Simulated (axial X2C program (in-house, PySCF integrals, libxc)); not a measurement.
# Bond lengths and stretching modes, held linear, of ClGeCl

Calculated with an in-house all-electron X2C program for linear molecules (integrals from PySCF): two-component X2C with atomic mean-field Coulomb and Gaunt terms, Gaussian nuclei, basis Cl dyall-av3z, Ge dyall-v3z with contracted cores. Spin-free rows use the one-electron spin-free X2C Hamiltonian.

Masses Cl 34.969, Ge 73.921, Cl 34.969 u. States: 2c Ω = 0 (all partner blocks equally filled); spin-free M_S = 0, Λ = 0 (closed shell).

PBE0, spin-free: energies above the lowest point

```
r(Cl–Ge) (Å)  r(Ge–Cl) (Å)  E (meV)
      2.2639        2.2639    38.82
      2.2639        2.3220    14.43
      2.2639        2.3800    20.28
      2.3220        2.2639    14.43
      2.3220        2.3220     0.00
      2.3220        2.3800    15.22
      2.3220        2.4381    54.05
      2.3800        2.2639    20.28
      2.3800        2.3220    15.22
      2.3800        2.3800    39.28
      2.4381        2.3220    54.05
      2.4381        2.4381   141.43
```

Problem. Fit a quadratic surface with cubic terms in each bond: where is the minimum, and what are the two stretching wavenumbers?

Solution. At PBE0, spin-free: bonds 2.320 and 2.320 Å; harmonic stretches 297.3 and 304.6 cm⁻¹; force constants 1.4, 1.4 and coupling 0.42 mdyn/Å.

The other levels and Hamiltonians give:

```json
{"Hamiltonian": "2c", "level": "PBE0", "r(Cl–Ge) (Å)": "2.321", "r(Ge–Cl) (Å)": "2.321", "lower stretch (cm⁻¹)": "297.3", "upper stretch (cm⁻¹)": "304.5"}
{"Hamiltonian": "2c", "level": "HF", "r(Cl–Ge) (Å)": "2.353", "r(Ge–Cl) (Å)": "2.353", "lower stretch (cm⁻¹)": "251.3", "upper stretch (cm⁻¹)": "295.3"}
{"Hamiltonian": "2c", "level": "B3LYP", "r(Cl–Ge) (Å)": "2.345", "r(Ge–Cl) (Å)": "2.345", "lower stretch (cm⁻¹)": "289.8", "upper stretch (cm⁻¹)": "292.1"}
{"Hamiltonian": "2c", "level": "MP2", "r(Cl–Ge) (Å)": "2.305", "r(Ge–Cl) (Å)": "2.305", "lower stretch (cm⁻¹)": "303.9", "upper stretch (cm⁻¹)": "319.4"}
{"Hamiltonian": "spin-free", "level": "HF", "r(Cl–Ge) (Å)": "2.352", "r(Ge–Cl) (Å)": "2.352", "lower stretch (cm⁻¹)": "251.3", "upper stretch (cm⁻¹)": "295.4"}
{"Hamiltonian": "spin-free", "level": "B3LYP", "r(Cl–Ge) (Å)": "2.344", "r(Ge–Cl) (Å)": "2.344", "lower stretch (cm⁻¹)": "289.9", "upper stretch (cm⁻¹)": "292.2"}
{"Hamiltonian": "spin-free", "level": "MP2", "r(Cl–Ge) (Å)": "2.305", "r(Ge–Cl) (Å)": "2.305", "lower stretch (cm⁻¹)": "303.9", "upper stretch (cm⁻¹)": "319.4"}
```

Each state is one determinant, the lowest of a limited PBE0 search; the stretches come from a fit to these few points and carry an uncertainty of a few per cent. Other orders of the atoms were not compared. The levels spread by more than a fifth, so the stretches depend strongly on the method. MP2 freezes inner shells (threshold -2 hartree). The molecule was held linear; bending was not examined, so a bent shape may lie lower.
